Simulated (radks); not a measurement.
Spherical quantum dot in the effective-mass picture: electrons in a hard-walled sphere of radius 2.62, with a point charge +2 (a donor) at the centre, all in effective atomic units (hartree* = m*/eps^2 hartree, bohr* = eps/m* bohr), one dielectric constant everywhere. Method: non-relativistic Kohn-Sham, r2SCAN, spin-polarised, spherical densities, generalised Kohn-Sham scheme; computed with a radial shooting solver with Libxc functionals. Levels are named by radial order and angular momentum (1s, 1p, 1d, 2s, ...), and open shells are averaged over m.

N = 17, configuration 1s2 1p6 1d(up 5, down 2) 2s2. This is the lowest configuration that the search found. Occupied and some empty levels:

level    occupation  eigenvalue (hartree*)  <r> (bohr*)
1s up             1                 7.9257        1.380
1s down           1                 7.9823        1.349
1p up             3                 8.5923        1.713
1p down           3                 8.6783        1.707
1d up             5                 9.3883        1.812
2s up             1                 9.4200        1.115
2s down           1                 9.4576        1.140
1d down           2                 9.4850        1.810
1f up             0                 10.415        1.881
1f down           0                 10.522        1.880
1g up             0                 11.662        1.935
2p up             0                 11.665        1.331
2p down           0                 11.719        1.325
1g down           0                 11.780        1.935

Energy (hartree*): total 77.5554, kinetic 35.544, external -26.406, Hartree 78.548, exchange-correlation -10.132.

Electron density:

r (bohr*)  n(r) (e/bohr*^3)
0.0688                4.169
0.200                 2.492
0.330                 1.510
0.461                0.9335
0.592                0.5966
0.722                0.4062
0.853                0.3085
0.984                0.2729
1.11                 0.2772
1.25                 0.3052
1.38                 0.3435
1.51                 0.3790
1.64                 0.3998
1.77                 0.3951
1.90                 0.3585
2.03                 0.2915
2.16                 0.2038
2.29                 0.1140
2.42                0.04301
2.55               0.004919
